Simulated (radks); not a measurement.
Results of a calculation; reference values are marked as such.
Question: These are the eigenvalues of the occupied orbitals of an atom or ion with whole-number occupations (eV). Level of theory: Dirac Kohn-Sham, BLYP, spin-unpolarised, spherical densities, point nucleus (a radial shooting solver on a logarithmic mesh with Libxc functionals).

orbital  eigenvalue
1s1/2     -41794.42
2s1/2     -7953.362
2p1/2     -7605.426
2p3/2     -7154.478
3s1/2     -2727.900
3p1/2     -2587.108
3p3/2     -2487.731
3d3/2     -2256.534
3d5/2     -2234.049

Which element is it, and in what charge state? The configuration may be excited. Open shells, if any, are shared by 2j + 1.

Answer: Z = 58, cerium, charge +34: Ce34+ in [Ar] 3d6. The list shows which subshells hold electrons but not how many an open one holds; the 1s level, -1535.9 hartree, gives Z - s = 55.4 by -(Z - s)^2/2, which with screening and relativity narrows Z to a few neighbours, and the depths of the outer levels then fix element, charge and occupations together.
